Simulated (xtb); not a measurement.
Be(F)(SeH) (BeFHSe), SMILES [F][Be][SeH]. All values are semi-empirical tight-binding results from xtb (GFN2-xTB unless named), good for trends rather than for accurate numbers. Coordinates come from a GFN2-xTB optimisation. Other conformers were not sampled.

For metal compounds this method's bond lengths and energies can be far off.

- point group as xtb finds it = Cs
- orbital gap = 4.51 eV
- zero-point energy = 6.6 kcal/mol
- G − E(el) at 298.15 K (modified RRHO) = -10.5 kcal/mol
